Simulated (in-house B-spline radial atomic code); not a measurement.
# How G0W0 and RPA depend on the start: Lu II (Lu+)

Configuration [Xe] 4f14 6s2. Computed with an all-electron radial atomic-structure program (B-spline basis): all electrons, scalar-relativistic (spin-free one-electron X2C), finite nucleus, each spin shell either full or empty, empty states to l = 9 with an (l + 1/2)⁻⁴ tail; G0W0 by contour deformation at full frequency.

Without the two-electron picture change, the correlation of inner shells comes somewhat too large for so heavy an element.

| start | mean-field 6s (eV) | G0W0 (eV) | QP weight | RPA correlation (Eh) |
| --- | --- | --- | --- | --- |
| Hartree-Fock | -12.757 | -14.018 | 0.954 | -5.994 |
| LDA VWN5 | -11.268 | -14.288 | 0.882 | -6.5431 |
| PBE | -11.034 | -14.270 | 0.879 | -6.5359 |
| PBE0 | -11.662 | -14.218 | 0.913 | -6.3782 |
| r2SCAN | -11.110 | ? | ? | ? |
| HSE06 | -11.349 | -14.238 | 0.899 | -6.3939 |
| B3LYP (VWN-RPA) | -11.617 | -14.237 | 0.907 | -6.4109 |
| SCAN | -11.264 | -14.277 | 0.902 | -6.4696 |
| TPSS | -10.966 | -14.274 | 0.881 | -6.5179 |
| BHandHLYP | -12.207 | -14.148 | 0.932 | -6.2408 |
| CAM-B3LYP | -12.779 | ? | ? | ? |
| LC-wPBE | -13.698 | -14.133 | 0.952 | -6.3479 |
| wB97X | -13.679 | -14.135 | 0.951 | -6.3161 |
| PBEsol | -11.070 | -14.276 | 0.881 | -6.5387 |
| BLYP | -10.967 | -14.263 | 0.877 | -6.539 |
| r2SCAN0 | -11.719 | -14.216 | 0.920 | -6.3229 |
| LDA exchange-only | -10.255 | -14.217 | 0.864 | -6.5432 |

(1) What G0W0 level, weight and RPA correlation energy follow from the CAM-B3LYP start?

(2) What G0W0 level, weight and RPA correlation energy follow from the r2SCAN start?

(3) How much of the dependence on the start does G0W0 remove?

## Answers

(1) G0W0 level -14.173 eV, weight 0.938, RPA correlation -6.3456 hartree.

(2) G0W0 level -14.290 eV, weight 0.900, RPA correlation -6.4522 hartree.

(3) The mean-field levels span 3.44 eV and the G0W0 levels 0.272 eV. Against 14.13 ± 0.05 eV (NIST, semi-empirical) the G0W0 removal energies are off by -0.11 to +0.16 eV, with spin-orbit coupling, Breit and QED terms left out.
